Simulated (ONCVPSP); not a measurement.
## Before and after: ONCV potential for zirconium

Zr (Z = 40), optimised norm-conserving Vanderbilt (ONCV), made with ONCVPSP 4.0.1 (PBE, scalar-relativistic). Core [Ar] 3d10, reference 4s2 4p6 4d2 5s1 (charge +1). Waves: 4s+5s: rc 1.90 bohr, ncon 4, nbas 8, qcut 5 1/bohr, 2 projectors; 4p: rc 1.75 bohr, ncon 5, nbas 10, qcut 8.2 1/bohr, 2 projectors, debl 2.1 Ha; 4d: rc 2.15 bohr, ncon 4, nbas 8, qcut 8.5 1/bohr, 2 projectors, debl 1.3 Ha. Local part: polynomial inside 1.40 bohr (lpopt 5, dvloc0 -1 Ha). Core correction: none.

All-electron outer shells of the reference configuration (PBE, scalar-relativistic, ld1.x):

| shell | level (eV) | outermost node (bohr) | outermost maximum (bohr) |
| --- | --- | --- | --- |
| 3d | -181.39 | – | 0.35 |
| 4s | -61.18 | 0.55 | 1.08 |
| 4p | -39.14 | 0.56 | 1.17 |
| 4d | -9.98 | 0.58 | 1.59 |
| 5s | -9.94 | 1.46 | 3.00 |

Change: d: qcut 6.4.

Cutoffs: the cutoffs (Ha) at which the residual kinetic energy of the hardest occupied pseudo-wave falls to 1 and 0.1 mHa per electron; they do not see the model core or the augmentation charge, which bear on the density cutoff. Errors are all-electron minus pseudo energies relative to the spin-unpolarised reference configuration.

Problem. How do hardness, ghosts and transferability respond?

Solution. The potential gets neither clearly harder nor softer (22 Ha and 27 Ha → 22 Ha and 27 Ha); the p channel sets the loose cutoff, while the largest relative change is in d, which becomes softer; of the 4 tests that both files solve, the error grows in 2 and shrinks in 0 by more than 15 % and 0.3 meV (median size 1.6 → 2.6 meV); neither file shows a bound ghost.

```tsv
quantity	base	changed
cutoff, loose	22 Ha	22 Ha
cutoff, tight	27 Ha	27 Ha
loose cutoff by channel	s 10 Ha, p 22 Ha, d 16 Ha	s 10 Ha, p 22 Ha, d 14 Ha
bound ghosts	none	none
GHOST(+) flags under 300 eV	s at 113.0 eV	s at 113.0 eV
error for 4s2 4p6 4d2 5s2, meV [ΔE -7.14 eV]	+0.4	+0.4
error for 4s2 4p6 4d2 5s0, meV [ΔE 12.94 eV]	-2.8	-2.8
error for 4s2 4p6 4d1 5s0, meV [ΔE 35.57 eV]	0.0	+2.4
error for 4s2 4p6 4d0 5s0, meV [ΔE 69.78 eV]	+8.0	+27
s: phases at 1.93 bohr within 0.05 rad from the reference energy up to (Ha; the scan ends near 5)	3.5	3.5
p: phases at 1.77 bohr within 0.05 rad from the reference energy up to (Ha; the scan ends near 5)	to the end of the scan	to the end of the scan
d: phases at 2.19 bohr within 0.05 rad from the reference energy up to (Ha; the scan ends near 5)	to the end of the scan	to the end of the scan
```
